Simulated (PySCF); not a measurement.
Computed IR spectrum (relative IR intensity) of a molecule C₃H₄F₂O. Geometry: PBE0-D3(BJ)/def2-SVP. One conformer was computed; it need not be the lowest. Level of theory: PySCF with PBE0-D3(BJ)/def2-SVP. Harmonic, unscaled wavenumbers; measured fundamentals usually lie a few per cent lower.

```
ν (cm⁻¹)  relative intensity
--------  ------------------
253                      2.8
613                      4.0
791                     10.0
925                       16
1087                      24
1200                     7.9
1215                      38
1326                     100
1362                      62
1463                     3.7
1479                      24
1861                      22
3047                      14
3145                     6.4
3199                     2.8
3268                     2.9
```

Identify the compound among the candidates.
A) CC(=O)C(F)F
B) COC=C(F)F
C) FC1(F)CCO1
D) CO/C(F)=C/F

D, CO/C(F)=C/F
